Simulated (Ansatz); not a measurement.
Isolated molecules relaxed with PBE0-D4/def2-TZVP in Ansatz; ΔE leaves out vibrations. CBS: MP2 limit from def2 TZ/QZ plus the TZ coupled-cluster correction, frozen cores. This one scheme is used for every species. DFT in def2-TZVPP. Elements past krypton have def2 core potentials. For In outer-core shells are correlated without core-valence functions, which leaves a few kJ/mol of doubt a bond. One conformer a species, not always the lowest.

Reaction (formal hydrolysis of the In–O bond): `C[O][InH][Cl]` + H₂O → `[OH][InH][Cl]` + CH₃OH

| species | revPBE energy (Eh) |
| --- | --- |
| `C[O][InH][Cl]` | -766.10549 |
| H₂O | -76.44013 |
| `[OH][InH][Cl]` | -726.81329 |
| CH₃OH | -115.73606 |

Problem. Work out ΔE.

Solution. ΔE = (-726.81329) + (-115.73606) − (-766.10549) − (-76.44013) = -0.00373 Eh = -9.8 kJ/mol. CCSD(T)/CBS gives -0.6 kJ/mol.

Largest T1 diagnostic among the species: 0.016.

The D4 term adds +5.4 kJ/mol with B3LYP and +3.1 kJ/mol with PBE0; it sums over pairs of atoms, weighted by their polarisabilities, and B3LYP, whose exchange is more repulsive, gets the larger term. In def2-TZVPP, CCSD(T) changes the Hartree–Fock value by +8.6 kJ/mol (the triples alone add +1.6 kJ/mol) and MP2 by +9.4 kJ/mol.

B3LYP here is the variant with VWN-RPA as its local correlation; programs differ in this.
